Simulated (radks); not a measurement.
Spherical quantum dot in the effective-mass picture: electrons in a parabolic well V = omega^2 r^2 / 2 with omega = 1.48, with a point charge +2 (a donor) at the centre, all in effective atomic units (hartree* = m*/eps^2 hartree, bohr* = eps/m* bohr), one dielectric constant everywhere. Method: non-relativistic Kohn-Sham, LDA (Slater exchange, Perdew-Wang correlation), spin-polarised, spherical densities; computed with a radial shooting solver with Libxc functionals. Levels are named by radial order and angular momentum (1s, 1p, 1d, 2s, ...), and open shells are averaged over m.

N = 27, configuration 1s2 1p6 1d10 2s2 1f(up 7, down 0). This is the lowest configuration that the search found. Occupied and some empty levels:

level,occupation,eigenvalue (hartree*),<r> (bohr*)
1s up,1,14.647,0.8565
1s down,1,14.663,0.8397
1p up,3,16.046,1.612
1p down,3,16.121,1.591
2s up,1,16.391,1.682
2s down,1,16.473,1.682
1d up,5,16.916,1.923
1d down,5,17.012,1.913
1f up,7,17.802,2.135
2p up,0,17.836,1.851
2p down,0,17.903,1.862
1f down,0,17.907,2.134
1g up,0,18.741,2.306
1g down,0,18.846,2.310
2d up,0,18.964,2.074
2d down,0,19.031,2.079

Energy (hartree*): total 277.995, kinetic 44.235, external 69.744, Hartree 179.89, exchange-correlation -15.876.

Electron density:

r (bohr*),n(r) (e/bohr*^3)
0.172,3.170
0.460,1.106
0.748,0.5417
1.04,0.4598
1.32,0.4938
1.61,0.4919
1.90,0.4083
2.19,0.2702
2.48,0.1381
2.76,0.05346
3.05,0.01536
3.34,0.003270
3.63,0.0005156
